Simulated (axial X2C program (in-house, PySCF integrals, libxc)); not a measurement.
# What spin–orbit coupling does to ScS⁻

Computed with an in-house all-electron X2C program for linear molecules (integrals from PySCF). Spin-free means the one-electron spin-free X2C Hamiltonian; two-component (2c) means X2C with spin–orbit coupling and atomic mean-field two-electron Coulomb and Gaunt terms, so the difference of the two also holds small scalar two-electron terms. Basis: Sc dyall-acv3z [11s12p8d5f2g], S dyall-av3z [9s8p3d2f] (cores contracted in-house); Gaussian nuclei, density fitting, unrestricted open shells. Masses: Sc 44.956 u, S 31.972 u.

Spin-free state: M_S = 0, Λ = 0 (closed shell); fragments Sc + S-.

```csv
level,Re (Å),ωe (cm⁻¹),De (eV),μ (D)
PBE0,2.176,535.9,4.393,0.22
HF,2.225,530.3,2.485,-0.62
MP2,2.214,521.6,4.368,n/a
CCSD,2.224,518.2,4.040,n/a
CCSD(T),2.229,509.9,4.345,n/a
B97-3,2.188,526.6,4.226,0.22
```

Correlated methods: 10 electrons correlated (number of frozen shells: Sc 3 s, 2 p; S 2 s, 1 p), 318 virtual spin orbitals or spinors in MP2, 88 natural virtuals in coupled cluster.

Dipoles are positive if S is the positive end and refer to the centre of mass.

Two-component determinant lowest at the distance of the search:

Ω = 0 (closed shell); fragments Sc + S-.

```json
{"level": "PBE0", "Re (Å)": "2.175", "ωe (cm⁻¹)": "535.8", "De (eV)": "4.389", "μ (D)": "0.23"}
{"level": "HF", "Re (Å)": "2.225", "ωe (cm⁻¹)": "530.3", "De (eV)": "2.444", "μ (D)": "-0.62"}
{"level": "MP2", "Re (Å)": "2.214", "ωe (cm⁻¹)": "521.6", "De (eV)": "4.339", "μ (D)": "n/a"}
{"level": "CCSD", "Re (Å)": "2.224", "ωe (cm⁻¹)": "518.2", "De (eV)": "4.011", "μ (D)": "n/a"}
{"level": "CCSD(T)", "Re (Å)": "2.229", "ωe (cm⁻¹)": "509.9", "De (eV)": "4.317", "μ (D)": "n/a"}
{"level": "B97-3", "Re (Å)": "2.188", "ωe (cm⁻¹)": "526.6", "De (eV)": "4.215", "μ (D)": "0.23"}
```

Question: From the two tables, how do the constants change at the CCSD(T) level (2c against spin-free)?

Answer: At the CCSD(T) level Re is unchanged within 0.001 Å and ωe is unchanged to within 0.2 cm⁻¹; De changes by -0.028 eV.

The state is a single determinant with fixed occupations, the lowest that a limited PBE0 search found. The closed shell is kept restricted, so the energy runs too high when the bond is stretched far. De is counted from the lowest determinant-based energies of the atoms at the same level, without counterpoise correction. Coupled cluster ran in a truncated set of natural virtual spinors; the MP2 energy of the rest was added. (T) has no such correction and the atoms are truncated less, which lowers De at CCSD(T) by a hundredth of an eV or more. The 2c atoms are single determinants rather than J levels; their spin–orbit lowering is only partly caught, and De is too large by that part. This holds for PBE0, B97-3. Without a current term, density functionals place determinants with orbital angular momentum somewhat too high. The outer-core s and p shells of the metal are frozen in the correlated rows, which leaves out core–valence correlation; for alkali and alkaline-earth bonds that tends to lengthen them. The highest occupied level of some functionals is positive through self-interaction error; at Hartree–Fock it is bound. The T1 diagnostic is large, a sign of multireference character. Hartree–Fock gets electron affinities wrong, so its lowest charge split need not be the true one.
